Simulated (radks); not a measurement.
The numbers below are computed, except where a source is named.
Species: the potassium ion K5+. Configuration: [Ne] 3s2 3p2. Level of theory: non-relativistic Kohn-Sham, PBE, spin-polarised, spherical densities, point nucleus; open shells are filled with parallel spins first (a radial shooting solver on a logarithmic mesh with Libxc functionals).

Unscreened Slater integrals over Kohn-Sham orbitals (hartree). They are taken over the spin-up orbitals.

integral,value
"F0(3p,3p)",0.75473
"F2(3p,3p)",0.38664
"F0(3p,3s)",0.77016
"G1(3p,3s)",0.51737
"F0(3p,2p)",1.0134
"F2(3p,2p)",0.20664
"G0(3p,2p)",0.084370
"G2(3p,2p)",0.086873
"F0(3p,2s)",0.99526
"G1(3p,2s)",0.064879
"F0(3s,3s)",0.78714
"F0(3s,2p)",1.0376
"G1(3s,2p)",0.089505
"F0(3s,2s)",1.0238
"G0(3s,2s)",0.071434
"F0(2p,2p)",2.6206
"F2(2p,2p)",1.2242
"F0(2p,2s)",2.4455
"G1(2p,2s)",1.4331
"F0(2s,2s)",2.3304

Derived for the open shells (J is the average intra-shell exchange parameter used in DFT+U). 3p: J = F2/5 = 0.07733 hartree; in LS coupling 1D lies 6 F2/25 = 0.09279 hartree above 3P.
